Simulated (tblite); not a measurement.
Compound: C3H10BOP.
Numbering: `[CH3:1][CH:2]([CH3:3])[O:4][BH:5][PH2:6]` (hydrogens: H7, H8, H9 on C1; H10 on C2; H11, H12, H13 on C3; H14 on B5; H15, H16 on P6)

Computed with GFN2-xTB (tblite), gas phase: L-BFGS steps from a force-field or distance-geometry start until the largest atomic force falls under 0.01 eV/Å.

Step 45: E = -527.0797 eV
```
atom  x, y, z in Å  |  force x, y, z in eV/Å
C1     -1.6769    0.1084    1.2082    0.050   0.080  -0.101
C2     -0.5513   -0.1487    0.1925    0.039  -0.020  -0.007
C3     -1.1437   -0.2193   -1.2215    0.113  -0.100   0.095
O4      0.4208    0.8889    0.2806   -0.144   0.007   0.173
B5      1.7153    0.9761    0.0648   -0.233  -0.062   0.064
P6      3.0355   -0.2363   -0.7086   -0.121   0.229  -0.082
H7     -2.1790    1.0449    0.9777    0.039   0.019  -0.042
H8     -2.4048   -0.6973    1.1462    0.034  -0.008  -0.032
H9     -1.3265    0.1623    2.2349    0.228  -0.007  -0.057
H10    -0.0539   -1.1040    0.4420   -0.100   0.072  -0.128
H11    -0.3736   -0.5626   -1.9109   -0.079   0.131  -0.096
H12    -1.5286    0.7528   -1.5451    0.203  -0.189   0.148
H13    -1.9666   -0.9339   -1.2284    0.099   0.040  -0.040
H14     2.1678    2.0120    0.4171    0.018  -0.096  -0.112
H15     3.5059   -0.6171    0.5262    0.126  -0.027   0.113
H16     2.3518   -1.4173   -0.8870   -0.273  -0.069   0.105
```

Step 46: E = -527.0922 eV
```
atom  x, y, z in Å  |  force x, y, z in eV/Å
C1     -1.6858    0.0963    1.2065    0.036   0.045  -0.007
C2     -0.5491   -0.1395    0.2024    0.033  -0.036   0.002
C3     -1.1287   -0.2069   -1.2159    0.100  -0.108   0.071
O4      0.4167    0.9004    0.3039    0.044   0.043   0.078
B5      1.7096    0.9792    0.0554   -0.284  -0.080   0.046
P6      3.0145   -0.2528   -0.7324   -0.170   0.076   0.209
H7     -2.1877    1.0336    0.9933   -0.039   0.086  -0.126
H8     -2.4051   -0.7168    1.1206    0.051   0.057   0.004
H9     -1.3506    0.1448    2.2387    0.248  -0.072  -0.044
H10    -0.0490   -1.0905    0.4504   -0.061  -0.012  -0.116
H11    -0.3580   -0.5570   -1.9002   -0.033   0.162  -0.108
H12    -1.5070    0.7679   -1.5395    0.194  -0.206   0.133
H13    -1.9506   -0.9215   -1.2314    0.054   0.050  -0.030
H14     2.1770    2.0196    0.3734   -0.007  -0.118  -0.076
H15     3.5205   -0.6001    0.5151    0.033   0.054  -0.147
H16     2.3256   -1.4478   -0.8515   -0.199   0.061   0.112
```

Step 47: E = -527.1063 eV
```
atom  x, y, z in Å  |  force x, y, z in eV/Å
C1     -1.6828    0.0940    1.2013    0.036   0.072   0.048
C2     -0.5468   -0.1339    0.2016    0.027  -0.060  -0.007
C3     -1.1214   -0.2077   -1.2131    0.049  -0.097  -0.007
O4      0.4075    0.9109    0.3120    0.056   0.060   0.048
B5      1.6979    0.9783    0.0604   -0.135  -0.086  -0.012
P6      2.9972   -0.2554   -0.7343   -0.120   0.091   0.313
H7     -2.1828    1.0325    0.9977   -0.091   0.122  -0.173
H8     -2.3966   -0.7201    1.1133   -0.021   0.014   0.019
H9     -1.3417    0.1440    2.2290    0.249  -0.101   0.055
H10    -0.0426   -1.0791    0.4446    0.002  -0.121  -0.053
H11    -0.3608   -0.5592   -1.9043    0.077   0.157  -0.121
H12    -1.4997    0.7644   -1.5333    0.135  -0.121   0.072
H13    -1.9384   -0.9244   -1.2289   -0.033   0.018  -0.012
H14     2.1792    2.0099    0.3703    0.005  -0.021  -0.029
H15     3.5169   -0.5985    0.5155   -0.016   0.078  -0.250
H16     2.3072   -1.4469   -0.8431   -0.218  -0.005   0.108
```

Step 48: E = -527.1222 eV
```
atom  x, y, z in Å  |  force x, y, z in eV/Å
C1     -1.6796    0.0911    1.1965   -0.026   0.050   0.092
C2     -0.5415   -0.1251    0.2032    0.022  -0.088  -0.015
C3     -1.1079   -0.2079   -1.2094    0.029  -0.066  -0.089
O4      0.4032    0.9222    0.3264   -0.088   0.125   0.021
B5      1.6857    0.9809    0.0623    0.120  -0.069  -0.062
P6      2.9672   -0.2581   -0.7401   -0.230  -0.187   0.267
H7     -2.1845    1.0303    1.0031   -0.081   0.073  -0.177
H8     -2.3838   -0.7310    1.0968   -0.041   0.061   0.066
H9     -1.3319    0.1337    2.2218    0.202  -0.104   0.091
H10    -0.0326   -1.0634    0.4407    0.072  -0.263   0.025
H11    -0.3559   -0.5553   -1.9088    0.182   0.124  -0.110
H12    -1.4843    0.7604   -1.5271    0.039   0.025   0.001
H13    -1.9211   -0.9251   -1.2271   -0.110  -0.031   0.005
H14     2.1884    2.0020    0.3605   -0.004   0.074   0.021
H15     3.5065   -0.5865    0.5048   -0.005   0.082  -0.236
H16     2.2645   -1.4593   -0.8149   -0.081   0.195   0.101
```

**Question.** Estimate the geometry and energy of step 49. (The exact step hangs on the optimiser's Hessian estimate; all steps are aligned on step 48, rigid shifts and turns removed.)

**Answer.** E = -527.1366 eV, largest force 0.305 eV/Å
```
atom  x, y, z in Å  |  force x, y, z in eV/Å
C1     -1.6750    0.0910    1.1931   -0.014   0.041   0.103
C2     -0.5360   -0.1200    0.2017   -0.001  -0.120   0.015
C3     -1.0975   -0.2112   -1.2094   -0.002  -0.037  -0.129
O4      0.3990    0.9337    0.3352   -0.133   0.081  -0.036
B5      1.6786    0.9819    0.0617    0.217   0.043  -0.006
P6      2.9359   -0.2642   -0.7373   -0.131  -0.162   0.152
H7     -2.1850    1.0304    1.0032   -0.039   0.004  -0.142
H8     -2.3706   -0.7364    1.0892   -0.094   0.057   0.089
H9     -1.3154    0.1252    2.2154    0.136  -0.068   0.083
H10    -0.0283   -1.0588    0.4354    0.130  -0.264   0.080
H11    -0.3513   -0.5538   -1.9163    0.230   0.115  -0.083
H12    -1.4737    0.7565   -1.5188   -0.031   0.103  -0.078
H13    -1.9085   -0.9307   -1.2277   -0.122  -0.026   0.016
H14     2.2004    1.9950    0.3592   -0.044   0.077   0.024
H15     3.4959   -0.5742    0.5007   -0.013   0.041  -0.211
H16     2.2237   -1.4553   -0.7966   -0.089   0.114   0.123
```

The energy changes by -0.0144 eV. The first-order estimate −F·Δx gives -0.0196 eV and the mean of the old and new forces, exact on a quadratic surface, -0.0143 eV. The step makes an angle of 70° with the force vector and moves no atom by more than 0.045 Å.

The cost below is that of the whole relaxation. Time: 0.53 s of wall time. Hardware: one thread of an Arm Neoverse V1, shared host with 32 logical CPUs at a one-minute load of 11.
